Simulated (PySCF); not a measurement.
**Si2H6NF**

The system: Si2H6NF, a small molecule; neutral, singlet. The structure, one conformer, was relaxed in the gas phase by PBE0-D3(BJ)/def2-SVP. No frequency run checks that it is a minimum.

SMILES: F[SiH2]N[SiH3]

```xyz
10

Si    1.277    0.807   -0.254
N     0.095   -0.084    0.622
Si   -1.396   -0.778    0.032
F     2.385   -0.161   -0.949
H     2.023    1.684    0.687
H     0.605    1.548   -1.352
H     0.365   -0.343    1.568
H    -1.615   -0.223   -1.335
H    -1.342   -2.271   -0.042
H    -2.542   -0.410    0.919
```
(Å; atoms numbered from 1)

Shieldings: GIAO PBE0/pcSseg-2. Shifts are against computed references at the same level: H TMS (σ 31.24 ppm), Si TMS (σ 341.3 ppm). Core levels by delta-SCF with SCAN, pcX-2 on the ionised atom and pcseg-1 elsewhere, spin-free X2C (2p3/2 is the spin-free 2p value less a third of a first-order spin-orbit splitting); from the vacuum level, for chosen atoms.

**Question.** Give the shieldings and core levels atom by atom.

**Answer.** 
```json
{"atoms": "Si1", "bonded to": "1 F + 1 N + 2 H", "σ (ppm)": "362.7", "δ (ppm)": "-21.4", "core level (eV)": "2p3/2 108.14"}
{"atoms": "N2", "bonded to": "2 Si + 1 H", "σ (ppm)": "224.2", "δ (ppm)": "-", "core level (eV)": "1s 404.72"}
{"atoms": "Si3", "bonded to": "1 N + 3 H", "σ (ppm)": "391.3", "δ (ppm)": "-50.0", "core level (eV)": "2p3/2 107.40"}
{"atoms": "F4", "bonded to": "1 Si", "σ (ppm)": "326.6", "δ (ppm)": "-", "core level (eV)": "1s 692.08"}
{"atoms": "H5", "bonded to": "1 Si", "σ (ppm)": "26.25", "δ (ppm)": "5.00", "core level (eV)": "-"}
{"atoms": "H6", "bonded to": "1 Si", "σ (ppm)": "26.33", "δ (ppm)": "4.91", "core level (eV)": "-"}
{"atoms": "H7", "bonded to": "1 N", "σ (ppm)": "30.09", "δ (ppm)": "1.16", "core level (eV)": "-"}
{"atoms": "H8 H9 H10", "bonded to": "1 Si", "σ (ppm)": "26.42", "δ (ppm)": "4.82", "core level (eV)": "-"}
```

Values are those of this one static structure, with the three H of a rotating XH3 group averaged; atoms that internal rotation interchanges would show their mean in an NMR spectrum.

**Question.** Which of Si1, Si3 holds its core electrons tightest, and by how much against the loosest?

**Answer.** Si1 (bonded to 1 F + 1 N + 2 H), by 0.74 eV over Si3 (bonded to 1 N + 3 H).

**Question.** By CAM-B3LYP/def2-SVPD (TDDFT singlets, Tamm-Dancoff triplets, ionisation by delta-SCF), where does absorption start, and what does vertical ionisation take?

**Answer.** The lowest singlet lies at 6.76 eV (f 0.007), the strongest of the first 6 at 8.40 eV (f 0.070), the lowest triplet at 6.39 eV; vertical ionisation takes 10.31 eV.
